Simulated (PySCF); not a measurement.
Electron correlation in Be (beryllium, neutral)

[He] 2s1 3s1, 3s spin antiparallel (an excited configuration). Calculation: PySCF 2.14, in aug-cc-pCVTZ-DK with one added diffuse shell each of s, p, d, f type (8s7p5d3f, 75 functions); scalar relativity by spin-free X2C-1e. Frozen: 1s2; 2 electrons correlated.

Total MP2 correlation energy: -28.76 mhartree.

Same-spin part 0.00 and opposite-spin part -28.76 mhartree; SCS-MP2 scales them by 1/3 and 6/5 to -34.52 mhartree.
